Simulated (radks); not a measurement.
The numbers below are computed, except where a source is named.
Spherical jellium clusters: N electrons in a uniform positive sphere of charge N and radius rs N^(1/3), rs = 3.88 bohr. Level of theory: non-relativistic Kohn-Sham, PBE, spin-polarised, spherical densities (a radial shooting solver with Libxc functionals). Levels are named by radial order and angular momentum (1s, 1p, 1d, 2s, ...), and open shells are averaged over m.

N = 7, configuration 1s2 1p(up 3, down 2). This is the lowest configuration that the search found. Occupied and some empty levels:

level,occupation,eigenvalue (eV),<r> (bohr)
1s up,1,-4.6369,5.066
1s down,1,-4.4710,4.978
1p up,3,-3.2639,6.166
1p down,2,-3.0512,6.173
1d up,0,-1.6371,7.318
1d down,0,-1.4320,7.417
2s up,0,-1.1903,7.839
2s down,0,-1.1086,7.897

Energy (eV): total -12.3106, kinetic 12.515, external -209.87, Hartree 102.59, exchange-correlation -25.330, background 107.79.
